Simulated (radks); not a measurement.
Cl I, 17 electrons, occupied as [Ne] 3s1 3p5 4p1 (not the ground configuration).

Method: non-relativistic Kohn-Sham, SCAN, spin-unpolarised, spherical densities, point nucleus; meta-GGA in the generalised Kohn-Sham scheme; computed with a radial shooting solver on a logarithmic mesh with Libxc functionals.

Energy parts (eV):
| part | energy |
|---|---|
| total | -12497.066 |
| kinetic | 12482.308 |
| electron-nucleus | -29593.678 |
| Hartree | 5370.884 |
| exchange-correlation | -756.581 |

Orbitals (lengths in bohr, moments of r in powers of bohr; <r^-3> diverges for s and p1/2; r(max) is where P^2 peaks):
orbital  occ.  eigenvalue (eV)   r(max)      <r>  <r^-3>
1s          2        -2765.421  0.05993  0.09144       -
2s          2        -266.4760   0.3630   0.4443       -
2p          6        -204.9643   0.3026   0.4065   101.3
3s          1         -29.4227    1.275    1.498       -
3p          5         -16.2408    1.388    1.699   8.481
4p          1          -1.2568    6.519    7.552  0.2743

The highest occupied level is 4p at -1.257 eV. The density falls to 0.001 e/bohr^3 at r = 3.77 bohr.

Empty levels of this run are not shown, since the potential may be unsettled where no density lies.
